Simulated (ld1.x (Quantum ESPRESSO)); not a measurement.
# Mn (Z = 25): excitation energies, all-electron against TM

```json
{
  "Element": "manganese",
  "Generator": "ld1.x (Quantum ESPRESSO) 7.5",
  "Type": "norm-conserving Troullier–Martins (Kleinman–Bylander form)",
  "Functional": "BP86",
  "Relativity": "scalar-relativistic",
  "Frozen core": "[Ar]",
  "Valence charge": "7",
  "Reference configuration": "3d5 4s1.5 4p0.5",
  "Partial waves": "4p (bound): rc 2.60 bohr; 3d (bound): rc 1.35 bohr; 4f channel at 0.3 Ry: rc 2.00 bohr; 4s (bound): rc 3.34 bohr",
  "Local potential": "the s channel",
  "Core correction": "Bessel-smoothed model core inside 1.10 bohr"
}
```

Energies are relative to the spin-unpolarised reference configuration 3d5 4s1.5 4p0.5; without spin polarisation the order of configurations can differ from experiment.

| valence configuration | charge | ΔE all-electron (eV) | error AE − PS (meV) |
| --- | --- | --- | --- |
| 3d5 4s2 4p0 | 0 | -1.924 | -1.7 |
| 3d5 4s1 4p0 | +1 | 6.682 | -1.8 |
| 3d5 4s0 4p0 | +2 | 22.388 | -73 |
| 3d5.5 4s1.5 4p0 | 0 | -2.394 | -63 |
| 3d4 4s2 4p0 | +1 | 11.405 | -179 |
| 3d5 4s0 4p2 | 0 | 6.077 | -29 |

Problem. What are ΔE and the potential's error for 3d5 4s1 4p1?

Solution. ΔE = 1.974 eV all-electron; the error (AE − PS) is -2.7 meV.

Levels in the configuration 3d5 4s2 4p0:

| level | all-electron (eV) | pseudo (eV) |
| --- | --- | --- |
| 3d | -6.910 | -6.891 |
| 4s | -5.269 | -5.268 |
